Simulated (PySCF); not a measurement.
Species: C3H12O2Si3.
Geometry (PBE0-D3(BJ)/def2-SVP, Å), atoms numbered from 1 in this order:
```xyz
20
C3H12O2Si3 angstrom
C     -1.479   -1.887    0.718
C     -1.584   -0.728    0.053
C     -2.818    0.126    0.092
Si    -0.139   -0.141   -0.971
O      1.187   -1.083   -0.676
Si     2.576   -1.317    0.196
O      0.162    1.436   -0.567
Si     1.206    2.638   -0.114
H     -0.571   -2.496    0.674
H     -2.301   -2.273    1.334
H     -3.256    0.240   -0.915
H     -3.590   -0.299    0.751
H     -2.580    1.144    0.443
H     -0.410   -0.191   -2.432
H      2.250   -1.624    1.621
H      3.320   -2.461   -0.401
H      3.426   -0.089    0.146
H      2.243    2.858   -1.167
H      0.424    3.891    0.081
H      1.888    2.278    1.165
```

Level: PBE0/pcSseg-1 in PySCF, non-relativistic, on one gas-phase PBE0-D3(BJ)/def2-SVP geometry that isn't relaxed in the solvent. The solvent is an IEF-PCM continuum (cavity from Bondi-type radii × 1.2). Only the electrostatic response of the medium enters.

```tsv
run	E − E(gas) (kcal/mol)	HOMO (eV)	HOMO–LUMO gap (eV)	dipole (D)
gas	0.00	-7.65	7.32	0.69
P	-0.68	-7.61	7.32	0.76
Q	-1.27	-7.60	7.32	0.83
```

**Question.** The runs were made in chloroform and cyclohexane. Which run belongs to which solvent?

**Answer.** P = cyclohexane, Q = chloroform. The dielectric constants are 2.017 (cyclohexane), 4.711 (chloroform), and the energy falls further as ε rises. In this model the ground state sees the solvent through ε alone.

**Question.** How constant is the ratio of the lowering to (ε − 1)/(2ε + 1)?

**Answer.** 
```tsv
solvent	(ε − 1)/(2ε + 1)	E − E(gas) (kcal/mol)	ratio (kcal/mol)	polarisation term (kcal/mol)
cyclohexane	0.202	-0.68	-3.4	-0.70
chloroform	0.356	-1.27	-3.6	-1.33
```

The ratio changes by +5.6 % in size from cyclohexane to chloroform. The polarisation term is half the interaction of the solute with the induced surface charges.
